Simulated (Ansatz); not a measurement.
C4H5F (SMILES C=CC(=C)F) moved off its minimum; all values from Ansatz (an electronic-structure program), cores frozen in correlated methods.
(charge 0, multiplicity 1)
```xyz
10

C     -1.89770    -0.35785     0.01891
C     -0.76012    -0.39969    -0.53976
C      0.41322     0.11996    -0.00914
C      1.65247     0.04127    -0.80880
F      0.49117     0.71036     1.15986
H     -2.04670     0.07371     1.05723
H     -2.89769    -0.78314    -0.23932
H     -0.80322    -1.06486    -1.54081
H      1.81780    -0.44558    -1.73728
H      2.63548     0.51595    -0.17885
```

Forces at MP2/cc-pVTZ (eV/Å):

| atom | Fx | Fy | Fz |
|---|---|---|---|
| C1 | -6.374 | 0.595 | 4.986 |
| C2 | 0.777 | -3.036 | -4.767 |
| C3 | 6.950 | -0.449 | -4.484 |
| C4 | -0.562 | 2.334 | 6.118 |
| F5 | -0.631 | 0.242 | 0.655 |
| H6 | 0.652 | -0.107 | -1.315 |
| H7 | 1.424 | 0.136 | -0.702 |
| H8 | 1.049 | 2.020 | 2.204 |
| H9 | -0.375 | -0.268 | -0.520 |
| H10 | -2.911 | -1.468 | -2.174 |

Question: Give the forces (eV/Å), the total energy and the dipole at CCSD(T)/cc-pVTZ.

Answer: 
```tsv
atom	Fx	Fy	Fz
C1	-6.488	0.602	5.000
C2	0.732	-3.063	-4.841
C3	7.063	-0.408	-4.426
C4	-0.590	2.321	6.049
F5	-0.631	0.278	0.726
H6	0.622	-0.076	-1.216
H7	1.336	0.106	-0.711
H8	1.060	1.954	2.109
H9	-0.334	-0.294	-0.571
H10	-2.770	-1.419	-2.120
```
Energy -254.7650 hartree, dipole 1.31 D.

Doubts at one or more of the structures used: a restricted determinant that unrestricted orbitals would lower (CCSD(T)/cc-pVTZ, MP2/cc-pVTZ).
